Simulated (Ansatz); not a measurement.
```xyz
8

C     1.8918   -1.6308   -0.3788
C     1.0485   -0.8045   -0.0914
Zr   -0.4375    0.6899    0.4659
O    -1.6956    0.7956   -0.9375
F     0.4261    2.3609    0.6857
Cl   -1.4777    0.0391    2.4688
H     2.6330   -2.3567   -0.6294
H    -2.3884    0.9065   -1.5834
```

The species carries charge 0 and has multiplicity 1. Zr: def2 effective core potential.

Task: List the B3LYP/def2-TZVPP orbital energies in eV (the Gaussian-basis code of Ansatz). (An estimate is asked.)

Result: Computed: Occupied: -2762.28, -671.36, -521.33, -277.22, -276.45, -257.04, -195.99, -195.96, -195.95, -59.27, -36.49, -36.00, -35.62, -30.68, -27.06, -21.84, -20.37, -14.94, -14.66, -12.37, -11.90, -11.88, -10.58, -10.42, -10.13, -9.87, -9.25, -9.13, -8.13, -8.10. Lowest empty: -2.21, -1.90, -0.90, -0.78, -0.53, -0.23, 0.42, 0.88.

B3LYP here is the variant with VWN-RPA as its local correlation; programs differ in this.
